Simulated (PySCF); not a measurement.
## UHF on Sb⁺ (antimony, charge +1)

Configuration: [Kr] 4d10 5s2 5p2, high-spin 3P determinant. Computed with PySCF 2.14 in def2-TZVP with the def2 core potential (28 electrons), with scalar relativity through the core potential.

- Total energy: -238.961828 hartree
- One-electron energy: -412.4666 hartree
- Hartree (Coulomb) energy: 191.7233 hartree
- Exchange energy: -18.2186 hartree
- ⟨S²⟩: 2.0097
- ⟨L²⟩: 2.027
- Sum of ⟨r⟩: 26.92 bohr
- Sum of ⟨r²⟩: 46.13 bohr²
- Traceless quadrupole moment −½Σ⟨3z² − r²⟩ along its main axis: 3.31 e·bohr²
- Time after the integrals: 0.16 s of wall time on 1 thread of Neoverse-V2 (shared host)

| shell | electrons | mean orbital energy (hartree) | spread (hartree) | rms radius, mean of both spins (bohr) |
| --- | --- | --- | --- | --- |
| 4s α | 1 | -6.84459 | 0 | 0.849 |
| 4s β | 1 | -6.83451 | 0 | 0.849 |
| 4p α | 3 | -4.91108 | 0.00494 | 0.917 |
| 4p β | 3 | -4.90099 | 0.02153 | 0.917 |
| 4d α | 5 | -1.93832 | 0.01444 | 1.10 |
| 4d β | 5 | -1.92885 | 0.02414 | 1.10 |
| 5s α | 1 | -0.98151 | 0 | 2.36 |
| 5s β | 1 | -0.81927 | 0 | 2.36 |
| 5p α | 2 | -0.60258 | 0 | 2.85 |

Energies and moments cover only the electrons outside the core potential.
